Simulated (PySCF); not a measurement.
**Atomic charges by several schemes**

C₅H₁₆N₃P.
Geometry (GFN2-xTB, Å), atoms numbered from 1 in this order:
```
atom  x, y, z in Å
C1    -0.0583    2.9125    0.7620
N2    -0.6236    1.5847    0.6372
P3    -0.1049    0.5917   -0.6439
N4    -1.2137   -0.6898   -0.2465
C5    -0.9943   -1.9153   -0.9903
C6    -2.6239   -0.3556   -0.2039
N7     1.3358   -0.1211   -0.0716
C8     2.4658   -0.2497   -0.9571
C9     1.4224   -0.9082    1.1337
H10   -0.7297    3.5427    1.3503
H11    0.0358    3.3399   -0.2357
H12    0.9321    2.9238    1.2318
H13   -0.6991    1.1042    1.5295
H14   -1.4144   -2.7529   -0.4271
H15   -1.4641   -1.9022   -1.9819
H16    0.0733   -2.0820   -1.1179
H17   -3.1387   -1.0843    0.4285
H18   -3.0918   -0.3742   -1.1959
H19   -2.7468    0.6362    0.2236
H20    2.6274   -1.2885   -1.2754
H21    3.3796    0.0969   -0.4624
H22    2.2908    0.3632   -1.8402
H23    2.2073   -0.5179    1.7918
H24    0.4679   -0.8721    1.6561
H25    1.6540   -1.9577    0.9146
```

Density: PBE0/pcSseg-1 (PySCF); schemes: Mulliken, IAO, Hirshfeld and ESP-fitted. The structure is a single GFN2-xTB conformer in the gas phase; no vibrational or solvent corrections.

**Question.** Tabulate the Mulliken, IAO, Hirshfeld and ESP-fitted charges.

**Answer.** In e; atoms taken as equivalent share a row and are averaged (×n: the atom named and its like, n in all):

| atom | environment | Mulliken | IAO | Hirshfeld | ESP-fitted |
| --- | --- | --- | --- | --- | --- |
| C1 | N-methyl carbon | -0.094 | -0.304 | -0.076 | -0.144 |
| N2 | nitrogen bonded to C, P and H | -0.683 | -0.614 | -0.198 | -0.188 |
| P3 | three-coordinate phosphorus | +0.882 | +0.839 | +0.250 | -0.178 |
| N4/N7 | nitrogen bonded to 2 C and P | -0.799 | -0.464 | -0.134 | -0.011 |
| C5/C6/C8/C9 | N-methyl carbon | -0.075 | -0.305 | -0.080 | -0.218 |
| H10/H11/H12 | methyl hydrogen | +0.108 | +0.136 | +0.036 | +0.069 |
| H13 | N–H hydrogen | +0.190 | +0.235 | +0.106 | +0.216 |
| H14 (×12) | methyl hydrogen | +0.107 | +0.132 | +0.033 | +0.082 |

Mean size of the charges over all atoms: IAO 0.245 e, Mulliken 0.214 e, ESP-fitted 0.113 e, Hirshfeld 0.069 e. Each set sums to the total charge, 0, to within 0.001 e. The Mulliken scheme gives each basis function's population to the atom it is centred on and halves the overlap population of two atoms between them. The Hirshfeld scheme divides the density at each point in proportion to the densities of the neutral, spherically averaged free atoms.

Some averages cover members that differ in this geometry: C5/C6/C8/C9, ESP-fitted -0.443 to -0.091; H14 (×12), ESP-fitted +0.016 to +0.183; H14 (×12), IAO +0.109 to +0.158; H14 (×12), Mulliken +0.085 to +0.128 e.

Lowest charge. The schemes don't all agree: Mulliken N4/N7 (-0.799); IAO N2 (-0.614); Hirshfeld N2 (-0.198); ESP-fitted C5/C6/C8/C9 (-0.218).

Highest charge. The schemes don't all agree: Mulliken P3 (+0.882); IAO P3 (+0.839); Hirshfeld P3 (+0.250); ESP-fitted H13 (+0.216).

**Question.** How closely do the schemes follow one another over all atoms?

**Answer.** Correlation coefficient and root-mean-square difference: IAO with Hirshfeld 0.99, 0.215 e; Mulliken with Hirshfeld 0.91, 0.254 e; Mulliken with IAO 0.90, 0.142 e; IAO with ESP-fitted 0.45, 0.270 e; Hirshfeld with ESP-fitted 0.44, 0.132 e; Mulliken with ESP-fitted 0.20, 0.335 e.

**Question.** Sum the charges by element, for elements with more than one atom.

**Answer.** 
```tsv
element	atoms	Mulliken	IAO	Hirshfeld	ESP-fitted
C	5	-0.394	-1.524	-0.396	-1.016
N	3	-2.282	-1.542	-0.466	-0.210
H	16	+1.793	+2.226	+0.611	+1.404
```
